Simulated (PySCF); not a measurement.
3-fluoro-2-(4-fluorothiophen-2-yl)thiophene (C8H4F2S2), SMILES c1(F)c(-c2scc(c2)F)scc1.

Geometry optimised at B3LYP-D3(BJ)/def2-SVP. The values are those of a single conformer.

These are TDDFT-PBE/def2-SVP (PySCF) values and carry that method's errors.

Vertical excitations. Gas-phase values at a fixed geometry. State labels are in the subgroup Cs.

```tsv
state	symmetry	energy (eV)	λ (nm)	f	main pairs
S1	A'	3.75	331	0.321	HOMO→LUMO 89 %
S2	A"	4.25	292	0.000	HOMO→LUMO+1 100 %
S3	A'	4.29	289	0.095	HOMO−1→LUMO 83 %
S4	A'	4.54	273	0.046	HOMO−2→LUMO 70 %, HOMO→LUMO+2 17 %
S5	A'	4.79	259	0.030	HOMO→LUMO+2 42 %, HOMO−3→LUMO 31 %, HOMO−2→LUMO 18 %
S6	A"	5.15	241	0.000	HOMO−1→LUMO+1 100 %
S7	A"	5.49	226	0.000	HOMO−2→LUMO+1 100 %
S8	A'	5.51	225	0.026	HOMO−3→LUMO 23 %, HOMO−1→LUMO+2 22 %, HOMO→LUMO+3 21 %, HOMO→LUMO+2 18 %
S9	A"	5.77	215	0.000	HOMO→LUMO+4 97 %
S10	A'	5.84	212	0.003	HOMO−1→LUMO+2 40 %, HOMO−3→LUMO 31 %, HOMO→LUMO+2 11 %, HOMO→LUMO+3 6 %
T1	A'	2.53	491	0	HOMO→LUMO 98 %
T2	A'	3.57	347	0	HOMO−1→LUMO 97 %
T3	A'	3.89	319	0	HOMO−2→LUMO 98 %
T4	A'	4.03	308	0	HOMO→LUMO+2 69 %, HOMO−3→LUMO 27 %
```
Triplets are in the Tamm–Dancoff approximation, which puts them higher than full response would, so one can lie above its singlet here.
